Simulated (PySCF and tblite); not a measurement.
4 diastereomers of C₈H₁₃F, numbered alike:

```
isomer                                                                 SMILES  descriptors (one enantiomer)
     A   [CH3:1][C@H:2]1[CH2:3][C@@H:4]2[CH2:5][C@@H:6]2[CH2:7][C@@H:8]1[F:9]                2S, 4S, 6R, 8S
     B  [CH3:1][C@@H:2]1[CH2:3][C@@H:4]2[CH2:5][C@@H:6]2[CH2:7][C@@H:8]1[F:9]                2R, 4S, 6R, 8S
     C    [CH3:1][C@H:2]1[CH2:3][C@@H:4]2[CH2:5][C@H:6]2[CH2:7][C@@H:8]1[F:9]                2S, 4S, 6S, 8S
     D   [CH3:1][C@@H:2]1[CH2:3][C@@H:4]2[CH2:5][C@H:6]2[CH2:7][C@@H:8]1[F:9]                2R, 4S, 6S, 8S
```

Computed spectrum of one of them (conformer average at 298.15 K; GFN1-xTB geometries, energies BP86/pcseg-1 (IEF-PCM, chloroform) (D3(BJ) added where defined), GIAO shieldings BP86/pcSseg-1 (IEF-PCM, chloroform); references on GFN2-xTB geometries), in ppm: ¹H (against TMS): 5.08 (1H), 2.49 (1H), 2.34 (1H), 2.32 (1H), 2.04 (1H), 1.93 (1H), 1.63 (1H), 1.58 (1H), 1.27 (3H), 0.34 (1H), -0.20 (1H). ¹³C (against TMS): 106.8 (1C), 46.6 (1C), 42.9 (1C), 39.8 (1C), 28.8 (1C), 23.2 (1C), 19.4 (1C), 18.7 (1C). Of the H, only those on carbon are given.

(1) Which isomer is it?

Unscaled ¹⁹F shifts at such levels can be off by tens of ppm; differences between conformers or isomers are more reliable. Shifts are unscaled: against experiment ¹³C can be off by 15 ppm or more and ¹H by 0.8 ppm. The cap on conformers cut off some of the population, so the set may be incomplete.

Results:

(1) C. After a straight-line scaling (slope 0.85 to 1.15) of computed carbon shifts, the largest errors are A 7.1 ppm (at 28.8), B 5.4 ppm (at 23.2), C 1.3 ppm (at 46.6), D 2.7 ppm (at 39.8). Assigned: ¹H (against TMS): 5.08 (H8, 1H), 2.49 (H7a, 1H), 2.34 (H7b, 1H), 2.32 (H2, 1H), 2.04 (H3a, 1H), 1.93 (H3b, 1H), 1.63 (H5a, 1H), 1.58 (H5b, 1H), 1.27 (H1, 3H), 0.34 (H6, 1H), -0.20 (H4, 1H). ¹³C (against TMS): 106.8 (C8), 46.6 (C2), 42.9 (C7), 39.8 (C3), 28.8 (C5), 23.2 (C1), 19.4 (C4), 18.7 (C6). For comparison, at another level (GFN2-xTB geometries, energies PBE0/pcSseg-1 (D3(BJ) added where defined), GIAO shieldings PBE0/pcSseg-1) the isomers give: A: ¹H (against TMS): 4.23 (H8, 1H), 2.41 (H7a, 1H), 2.09 (H3a, 1H), 1.73 (H7b, 1H), 1.55 (H3b, 1H), 1.28 (H2, 1H), 1.07 (H1, 3H), 0.89 (H6, 1H), 0.81 (H4, 1H), 0.67 (H5a, 1H), -0.05 (H5b, 1H). ¹³C (against TMS): 97.6 (C8), 35.1 (C2), 34.5 (C3), 34.4 (C7), 19.3 (C1), 13.8 (C5), 13.1 (C4), 11.3 (C6). ¹⁹F (against CFCl3): -212.3 (F9). B: ¹H (against TMS): 4.57 (H8, 1H), 2.45 (H7a, 1H), 1.84 (H3a, 1H), 1.84 (H7b, 1H), 1.58 (H3b, 1H), 1.23 (H2, 1H), 1.05 (H1, 3H), 1.04 (H4, 1H), 0.72 (H6, 1H), 0.70 (H5a, 1H), 0.20 (H5b, 1H). ¹³C (against TMS): 95.1 (C8), 36.4 (C2), 34.2 (C7), 30.4 (C3), 20.7 (C1), 15.8 (C5), 12.8 (C4), 11.3 (C6). ¹⁹F (against CFCl3): -230.1 (F9). C: ¹H (against TMS): 4.71 (H8, 1H), 2.46 (H7a, 1H), 2.10 (H7b, 1H), 2.08 (H2, 1H), 1.82 (H3a, 1H), 1.76 (H3b, 1H), 1.48 (H5a, 1H), 1.41 (H5b, 1H), 1.18 (H1, 3H), 0.00 (H6, 1H), -0.57 (H4, 1H). ¹³C (against TMS): 102.3 (C8), 42.3 (C2), 39.8 (C7), 37.0 (C3), 27.5 (C5), 21.9 (C1), 16.3 (C4), 15.8 (C6). ¹⁹F (against CFCl3): -205.9 (F9). D: ¹H (against TMS): 5.18 (H8, 1H), 2.78 (H3a, 1H), 2.48 (H7a, 1H), 2.40 (H2, 1H), 2.20 (H7b, 1H), 1.36 (H5a, 1H), 1.31 (H5b, 1H), 1.16 (H1, 3H), 1.00 (H3b, 1H), 0.12 (H6, 1H), -0.37 (H4, 1H). ¹³C (against TMS): 96.0 (C8), 40.9 (C2), 37.2 (C3), 36.9 (C7), 26.1 (C5), 20.1 (C1), 14.4 (C4), 13.3 (C6). ¹⁹F (against CFCl3): -216.3 (F9).
